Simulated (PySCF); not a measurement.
Screening by computed properties: pick the candidate that meets the target.

Each SMILES stands for a single optimised conformer of the isolated species, non-relativistic unless stated. Electronic properties by PySCF.

Dipoles, sizes and rotational constants follow the conformer. The torsions of the flexible species, by atom-mapped SMILES:
- `[O:1]=[CH:2][c:3]1[cH:4][cH:5][s:6][c:7]1[S:8](=[O:9])(=[O:10])[Cl:11]`: O1–C2–C3–C4 -3°, S6–C7–S8–O9 -152°
- `[CH3:1][C:2]([CH3:3])([CH3:4])/[C:5]([F:6])=[C:7](/[SiH3:8])[CH2:9][F:10]`: C1–C2–C5–F6 -108°, C5–C7–C9–F10 -149°
- `[CH3:1][C:2]([CH3:3])([F:4])[Si@H:5]([F:6])[CH:7]1[CH2:8][CH2:9][CH2:10]1`: C1–C2–Si5–F6 80°, C2–Si5–C7–C8 -168°
- `[CH3:1][CH2:2][CH2:3][CH2:4][S:5][SiH:6]([Cl:7])[Cl:8]`: C1–C2–C3–C4 179°, C2–C3–C4–S5 -63°, C3–C4–S5–Si6 -71°, C4–S5–Si6–Cl7 -158°

Question: Wanted: dipole moment between 2 D and 2.7 D (PBE0/pcSseg-1) and HOMO energy above -8.5 eV (PBE0/pcSseg-1), at GFN2-xTB geometries. Which candidate meets both?
A. `CC(C)(C)C`
B. `O=Cc1ccsc1S(=O)(=O)Cl`
C. `FC(C)([Si@H](F)C1CCC1)C`
D. `CCCCS[SiH](Cl)Cl`
E. `CC(C)(C)/C(F)=C(/[SiH3])CF`

Answer: D. Computed values:
| species | dipole moment | HOMO energy |
| --- | --- | --- |
| CC(C)(C)C | 0.00 D | -9.00 eV |
| FC(C)([Si@H](F)C1CCC1)C | 1.22 D | -7.74 eV |
| CCCCS[SiH](Cl)Cl | 2.40 D | -7.34 eV |
| CC(C)(C)/C(F)=C(/[SiH3])CF | 2.91 D | -7.24 eV |
| O=Cc1ccsc1S(=O)(=O)Cl | 4.28 D | -8.10 eV |
